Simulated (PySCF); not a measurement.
Property card for `[C@@H]1(C[C@H](C#C)C[SiH2]1)F`

Compound: C₆H₉FSi.
Cartesian coordinates in Å at the GFN2-xTB level; atoms count from 1:
```xyz
17
C6H9FSi angstrom
C      0.9919   -2.3781   -1.7772
C      0.4184   -1.5633   -1.1139
C     -0.2365   -0.5528   -0.3094
C      0.2450    0.8614   -0.6863
Si    -0.2474    1.9539    0.7940
C     -0.5368    0.4329    1.9441
F     -1.9072    0.2476    2.1240
C      0.0355   -0.7597    1.1878
H      1.4783   -3.1018   -2.3605
H     -1.3184   -0.6198   -0.4736
H     -0.1829    1.1680   -1.6394
H      1.3286    0.8452   -0.8192
H     -1.4997    2.6829    0.6183
H      0.8436    2.7912    1.2937
H     -0.1263    0.4963    2.9558
H     -0.4061   -1.6936    1.5409
H      1.1130   -0.7983    1.3606
```

Some functional groups and rings: alkyne, C–F bond, Si–H bond and C–Si bond.

From GFN2-xTB geometry:

| Item | Value |
| --- | --- |
| Point group of the GFN2-xTB geometry | C1 |
| Rotational constants A, B, C of the GFN2-xTB geometry | 3.054, 1.157, 0.926 GHz |

From B3LYP/def2-SVPD ground state and vertical TDDFT (core frozen in the response) (PySCF):

| Quantity | Value |
| --- | --- |
| Dipole moment | 1.68 D |
| HOMO energy | -7.52 eV |
| LUMO energy | 0.06 eV |
| HOMO–LUMO gap | 7.58 eV |
| Lowest singlet excitation | 6.56 eV (189 nm, f = 0.003) |
| Strongest line among the 8 lowest singlet transitions | S5 at 7.02 eV (177 nm, f = 0.052) |
| Lowest triplet excitation (Tamm–Dancoff) | 5.50 eV |
| Static isotropic polarisability | 94.3 au |
| Electronic spatial extent ⟨r²⟩ about the centre of nuclear charge | 1257 bohr² |

Monoisotopic mass (most abundant isotopes): 128.0458 u.

The rotational constants make it an asymmetric top with κ = (2B − A − C)/(A − C) = -0.78, nearer the prolate limit (−1). The 8 singlets span 6.56 to 7.26 eV, and their oscillator strengths add up to 0.17. S1 lies 1.02 eV below the HOMO–LUMO gap; its leading configuration is HOMO−1→LUMO, weight 0.19, beside HOMO→LUMO+2, weight 0.15. A dipole of 1.68 D is allowed in C1, and pure rotational transitions are dipole-allowed. With B = h/(8π²I), that is 505.379 GHz u Å² over I, the principal moments of inertia are 165.5, 436.6 and 545.8 u Å² (most abundant isotopes). The polarisability is 13.97 Å³ as a volume (1 au = 0.148185 Å³), or 1.39 au for each of the 68 electrons. The vertical singlet–triplet gap S1 − T1 is 1.06 eV (TDDFT singlet less Tamm–Dancoff triplet). The largest Löwdin shares of the HOMO are 0.37 on C1, 0.34 on C2, 0.09 on C4 and 0.05 on C3.

Isolated species at its GFN2-xTB geometry (one conformer only).
